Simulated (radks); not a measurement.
All-electron atom: Si12+ in [He].

All-electron calculation, Dirac Kohn-Sham, LDA (Slater exchange, VWN5 correlation), spin-unpolarised, spherical densities, point nucleus. Program: a radial shooting solver on a logarithmic mesh with Libxc functionals.

Energy parts (eV):
| part | energy |
|---|---|
| total | -5084.574 |
| kinetic | 5106.217 |
| electron-nucleus | -10449.585 |
| Hartree | 463.989 |
| exchange-correlation | -205.194 |

Orbitals (lengths in bohr, moments of r in powers of bohr; <r^-3> diverges for s and p1/2; r(max) is where P^2 peaks; r(90%) holds 90 % of the orbital's charge):
| orbital | occ. | eigenvalue (eV) | <r^4> | <r^-3> | r(90%) | r(max) |
|---|---|---|---|---|---|---|
| 1s1/2 | 2 | -2343.739 | 0.0006745 | - | 0.196 | 0.07251 |

The highest occupied level is 1s1/2 at -2343.7 eV. Summed over all electrons, <r^2> = 0.03257 bohr^2, which gives a Langevin (diamagnetic) susceptibility term of -0.0258 x 10^-6 cm^3/mol.
